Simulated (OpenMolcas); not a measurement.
**Pd6+: the spin-orbit constant, worked from levels**

* Program: OpenMolcas 26.06
* Basis: ANO-R2 [7s5p4d2f1g]
* Scalar Hamiltonian: X2C, finite nucleus
* Active space: 4 electrons in 5 orbitals (4d)
* State averaging: 2S+1 = 5 even, 5 roots; 2S+1 = 3 even, 45 roots; 2S+1 = 1 even, 50 roots
* Spin-orbit coupling: state interaction with AMFI integrals over the reference wave functions, term energies averaged over their components

Methods: CASSCF; MS-CASPT2, IPEA 0.25 Eh, imaginary shift 0.1 Eh (closed shells correlated: 4s 4p).

**The spin-orbit constant.** For the Hund term 5D of d4, E(J) = (A/2) J(J+1) + constant and ζ = 2S·A = 4A. From J = 0 to J = 4 the energy changes by 10 A.

```
   Source  E(4) - E(0)      A     ζ
   CASSCF       5798.3  579.8  2319
MS-CASPT2       5890.8  589.1  2356
```

All in cm-1. Both methods take the spin-orbit matrix elements from the reference wave functions, so the second can move ζ only through the term energies and any multistate remixing. Second-order mixing with other terms is absorbed into this ζ.

CASPT2 breaks the degeneracy within a term, and the mean is taken; among the terms shown or strongly mixed into the levels shown the widest spread is 14 cm-1 (4d4 5D, MS-CASPT2). Without dynamic correlation excited terms often stand tens of per cent too high (terms of higher spin than the ground term too low), and those without a measured partner can miss by more than the paired ones (holds for CASSCF). Only configurations of the active space appear.
